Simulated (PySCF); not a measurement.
Changes within a family of molecules, several properties at once.

PySCF, PBE0/def2-SVPD, density fitting, gas phase; each molecule at its own GFN2-xTB geometry, one conformer. Singlet excitations by full TDDFT with frozen cores and triplets by Tamm–Dancoff TDDFT. 

Torsions of the conformers computed, which needn't be the lowest (atom-mapped SMILES):
- `[CH3:1]/[CH:2]=[C:3](/[CH3:4])[C:5](=[O:6])[F:7]`: C2–C3–C5–O6 -2°
- `[CH3:1]/[CH:2]=[C:3](/[SiH3:4])[C:5](=[O:6])[F:7]`: C2–C3–C5–O6 0°
- `[CH3:1]/[CH:2]=[CH:3]/[C:4](=[O:5])[F:6]`: C2–C3–C4–O5 -1°
- `[CH3:1]/[CH:2]=[C:3](\[F:4])[C:5](=[O:6])[F:7]`: C2–C3–C5–O6 180°
- `[CH3:1]/[CH:2]=[C:3](\[Cl:4])[C:5](=[O:6])[F:7]`: C2–C3–C5–O6 -177°
- `[CH3:1]/[CH:2]=[C:3](/[C:4](=[O:5])[F:6])[C:7]([F:8])([F:9])[F:10]`: C2–C3–C4–O5 180°, C2–C3–C7–F8 118°
- `[CH3:1]/[CH:2]=[C:3](/[O:4][CH3:5])[C:6](=[O:7])[F:8]`: C2–C3–O4–C5 0°, C2–C3–C6–O7 0°
- `[CH3:1]/[CH:2]=[C:3](\[CH2:4][CH3:5])[C:6](=[O:7])[F:8]`: C2–C3–C4–C5 86°, C2–C3–C6–O7 179°
- `[CH2:1]=[CH:2]/[C:3](=[CH:4]/[CH3:5])[C:6](=[O:7])[F:8]`: C1–C2–C3–C4 158°, C2–C3–C6–O7 151°

Reference: `C/C=C(/C)C(=O)F`, with HOMO energy -7.88 eV, LUMO energy -1.82 eV, lowest singlet excitation 5.04 eV, lowest triplet excitation 3.38 eV, mean polarisability 64.8 au and dipole moment 3.50 D.

Changes against it:

```tsv
molecule	change	Δ HOMO energy (eV)	Δ LUMO energy (eV)	Δ lowest singlet excitation (eV)	Δ lowest triplet excitation (eV)	Δ mean polarisability (au)	Δ dipole moment (D)
C/C=C(\F)C(=O)F	CH3 replaced by F	-0.47	-0.32	+0.27	+0.12	-8.7	+0.81
C/C=C(/C(=O)F)C(F)(F)F	CH3 replaced by CF3	-1.22	-0.68	+0.08	+0.37	+2.3	+1.33
C/C=C(/OC)C(=O)F	CH3 replaced by OCH3	+0.68	+0.10	-0.12	-0.34	+5.4	+0.88
C/C=C(\CC)C(=O)F	CH3 replaced by C2H5	-0.07	+0.11	+0.20	+0.17	+12.9	+0.77
C=C/C(=C/C)C(=O)F	CH3 replaced by vinyl	+0.66	-0.03	-0.32	-0.38	+14.8	-0.14
```

Rows whose labels were lost:

```
row  Δ HOMO energy (eV)  Δ LUMO energy (eV)  Δ lowest singlet excitation (eV)  Δ lowest triplet excitation (eV)  Δ mean polarisability (au)  Δ dipole moment (D)
  P               -0.46               -0.30                             -0.28                             +0.14                       +14.4                -0.09
  Q               -0.22               -0.38                             +0.18                             +0.02                        +2.8                +0.83
  R               -0.56               -0.11                             +0.10                             +0.28                       -10.5                +0.87
```

Task: Which row belongs to which of `C/C=C(/[SiH3])C(=O)F` (CH3 replaced by SiH3), `C/C=C/C(=O)F` (CH3 replaced by H) and `C/C=C(\Cl)C(=O)F` (CH3 replaced by Cl)?

Result: P = `C/C=C(/[SiH3])C(=O)F`, Q = `C/C=C(\Cl)C(=O)F` and R = `C/C=C/C(=O)F`. P and Q are told apart most clearly by the mean polarisability (+14.4 against +2.8 au); P and R are told apart most clearly by the mean polarisability (+14.4 against -10.5 au); Q and R are told apart most clearly by the mean polarisability (+2.8 against -10.5 au).

Task: Which row has the smallest HOMO–LUMO gap and which the largest, and does the HOMO or the LUMO shift more there?

Result: Smallest, counted from the reference: `C=C/C(=C/C)C(=O)F`, -0.69 eV (HOMO +0.66, LUMO -0.03), the larger shift being that of the HOMO. Largest: `C/C=C(/C(=O)F)C(F)(F)F`, +0.54 eV (HOMO -1.22, LUMO -0.68), the larger shift being that of the HOMO.

Task: Fit a straight line for the change of the HOMO energy against that of the lowest triplet excitation over the labelled rows, and test it on P, Q and R.

Result: Over the 5 labelled rows the slope is -2.29 eV/eV, the intercept -0.11 eV, r = -0.95 and the standard error 0.3 eV. P: predicted -0.43, computed -0.46 eV; Q: predicted -0.16, computed -0.22 eV; R: predicted -0.75, computed -0.56 eV. The mean miss is 0.094 eV, against 0.33 eV for guessing the labelled rows' mean: the line carries over to these rows.
